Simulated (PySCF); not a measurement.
**A thermochemical cycle for SbF**

PBE in PySCF with x2c-SVPall on every atom, spin-free X2C, for the lowest determinant that a PBE0 search found; no spin–orbit coupling. SbF, a triplet (π ↑↑), has De = 4.34 eV to neutral atoms, and SbF⁺, a doublet (π ↑), has De = 4.67 eV to Sb⁺ + F.

At the same level the Sb atom ionises at 8.94 eV.

Q: What is the adiabatic ionisation energy of the molecule, and does ionisation strengthen or weaken the bond?

A: IE = IE(Sb) + De(neutral) − De(ion) = 8.94 + 4.34 − 4.67 = 8.61 eV. De changes by +0.33 eV, so ionisation strengthens the bond.

Spin–orbit coupling is left out, which matters for elements this heavy, above all for dissociation energies. For an ion De counts to the pair picked by the measured ionisation energies or electron affinities, which need not be the lowest pair at this level. States were picked by a PBE0 search and need not be the measured ground states.
